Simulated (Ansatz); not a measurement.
Geometry optimisation, Ansatz 0.2.0, RKS BLYP-D4/def2-SVP.

Input:

```yaml
crystal:
  periodic: [false, false, false]
  atoms:
    - { symbol: Hf, position_ang: [-0.715679, 0.369443, -0.691808] }
    - { symbol: Cl, position_ang: [2.323125, -1.342643, 1.406178] }
    - { symbol: F, position_ang: [0.434042, -0.787684, -1.692706] }
    - { symbol: F, position_ang: [-2.529196, -0.229009, -0.790489] }
    - { symbol: F, position_ang: [-0.568419, 2.179668, -1.291027] }
    - { symbol: H, position_ang: [1.317058, -0.575973, 1.783919] }
    - { symbol: H, position_ang: [-0.260931, 0.386298, 1.275833] }
basis:
  gaussian: { orbitals: def2-SVP }
hamiltonian:
  xc: blyp
  dispersion: d4
relax:
  f_tol: 0.03
  max_steps: 50
```

Launched with:

```bash
$ ansatz run input.yaml --threads 2 --pin off --max-ram 3072MiB --backend cpu --events-out ev --progress --plain --runs-dir out
```

Question: Where does it end, and by what steps?

Answer: It converged. The force dipped under the threshold on the way, but the program's further checks kept it going. After 41 steps the energy has fallen by 1.995 eV; Cl2 moved furthest, 2.24 Å. Parted: Hf1–H7, Cl2–H6. Joined: Hf1–Cl2, H6–H7.

```tsv
step	energy less start (eV)	largest force component (eV/Å)	accepted
0	0.0000	1.161	yes
2	-0.0967	0.178	yes
4	-0.1064	0.382	yes
6	-0.1230	0.116	yes
8	-0.1331	0.104	yes
10	-0.1614	0.394	yes
12	-0.2285	0.623	yes
14	-0.3117	0.193	yes
16	-0.3390	0.715	yes
18	-0.7373	0.784	yes
20	-1.4844	0.860	yes
22	-1.6913	1.028	yes
24	-1.8214	0.609	yes
26	-1.9306	0.171	yes
28	-1.9438	0.037	yes
30	-1.9453	0.023	yes
32	-1.9479	0.073	yes
34	-1.9573	0.193	yes
36	-1.9702	0.379	yes
38	-1.9885	0.381	yes
40	-1.9947	0.009	yes
41	-1.9949	0.008	yes
```

```xyz
7
Properties=species:S:1:pos:R:3
Hf 0.138 0.474 -0.676
Cl 2.106 0.744 0.622
F -0.037 -1.322 -1.332
F -1.441 1.036 0.265
F 0.296 1.606 -2.212
H -0.208 -1.475 1.650
H -0.854 -1.063 1.685
```

Run time: 85 s on 2 threads of Arm Neoverse V2, on a shared host, peak memory 0.19 GiB.
